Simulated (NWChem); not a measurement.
HfNH5; SMILES [NH2][HfH3]

Program: NWChem. Structure relaxed at the PBE0/def2-SVP level. No frequency run checked for a minimum. def2 effective core potentials on Hf; no spin-orbit coupling. Ions are spin-unrestricted doublets at the neutral geometry; other ion states weren't tried.

For level B3LYP/def2-SVP:

```yaml
"−ε(HOMO) (eV)": 7.54
```

Q: What are these values for level PBE/def2-SVP?

A: The −ε(HOMO) (eV) is 6.42.
